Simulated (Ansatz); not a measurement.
```yaml
crystal:
  periodic: [false, false, false]
  atoms:
    - {symbol: O, position_ang: [-1.646950, -0.575134, 0.765462]}
    - {symbol: W, position_ang: [-0.346569, 0.116580, -0.031730]}
    - {symbol: O, position_ang: [1.080144, -0.951339, 0.503521]}
    - {symbol: F, position_ang: [-0.278736, -0.704781, -1.701017]}
    - {symbol: F, position_ang: [-1.053776, 1.542374, -0.989276]}
    - {symbol: F, position_ang: [0.287464, 1.454615, 1.096669]}
    - {symbol: H, position_ang: [2.019624, -0.950314, 0.310671]}
basis:
  gaussian: {orbitals: cc-pVTZ-PP, final_grid: {core_spheres: 20, valence_spheres: 16, degree: 47}, nuclear_model: gaussian}
hamiltonian: {xc: {name: HSE06}, dispersion: d3bjatm}
output: {forces: true}
```

```sh
$ ansatz run in.yaml --threads 4 --pin off --events-out ev --progress --plain --max-ram 10444MiB
```

It prints (some lines left out):

```
Functional definition: HSE06
Error: <dir> the basis set cc-pVTZ-PP has no functions for O
```

Problem. What is wrong with this run?

Solution. The basis set is misnamed or doesn't suit the job. The input was rejected before any iteration.

HSE06 is defined as in plane-wave codes.
